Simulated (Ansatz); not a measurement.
C$_{3}$H$_{7}$Al (`C=[CH][AlH][CH3]`). Total charge 0; spin multiplicity 1. The geometry is a stationary point of PBE0-D4/def2-TZVP. It is one conformer, not always the lowest.

```xyz
11

C    -1.328    0.341   -1.353
C    -0.150    0.951   -1.194
Al    1.047    0.442    0.253
C     0.488   -0.979    1.471
H    -1.658   -0.454   -0.687
H    -2.026    0.596   -2.149
H     0.091    1.735   -1.913
H     2.446    1.184    0.420
H     0.290   -1.911    0.931
H     1.240   -1.192    2.235
H    -0.442   -0.715    1.986
```

(1) What is the dipole moment at B3LYP/def2-TZVPP? (Estimate.)

(2) And with PBE, r2SCAN, ωB97M-V? (Best estimate.)

(3) Give the Mulliken charges with B3LYP, r2SCAN, ωB97M-V in def2-TZVPP. (Estimate.)

## Answers

(1) Ansatz gave: 0.77 D, with components (-0.68, -0.33, -0.12) D in this frame, pointing from negative to positive charge.

(2) Computed: PBE 0.83 D, r2SCAN 0.83 D, ωB97M-V 0.76 D.

(3) Ansatz gave: 
```json
{"atom": "C1", "B3LYP": "-0.20", "r2SCAN": "-0.11", "ωB97M-V": "-0.19"}
{"atom": "C2", "B3LYP": "-0.27", "r2SCAN": "-0.31", "ωB97M-V": "-0.31"}
{"atom": "Al3", "B3LYP": "0.49", "r2SCAN": "0.56", "ωB97M-V": "0.51"}
{"atom": "C4", "B3LYP": "-0.45", "r2SCAN": "-0.40", "ωB97M-V": "-0.54"}
{"atom": "H5", "B3LYP": "0.10", "r2SCAN": "0.07", "ωB97M-V": "0.10"}
{"atom": "H6", "B3LYP": "0.10", "r2SCAN": "0.07", "ωB97M-V": "0.11"}
{"atom": "H7", "B3LYP": "0.09", "r2SCAN": "0.06", "ωB97M-V": "0.10"}
{"atom": "H8", "B3LYP": "-0.15", "r2SCAN": "-0.16", "ωB97M-V": "-0.12"}
{"atom": "H9", "B3LYP": "0.09", "r2SCAN": "0.07", "ωB97M-V": "0.11"}
{"atom": "H10", "B3LYP": "0.10", "r2SCAN": "0.07", "ωB97M-V": "0.12"}
{"atom": "H11", "B3LYP": "0.09", "r2SCAN": "0.07", "ωB97M-V": "0.11"}
```

B3LYP here is the variant with VWN-RPA as its local correlation; programs differ in this.
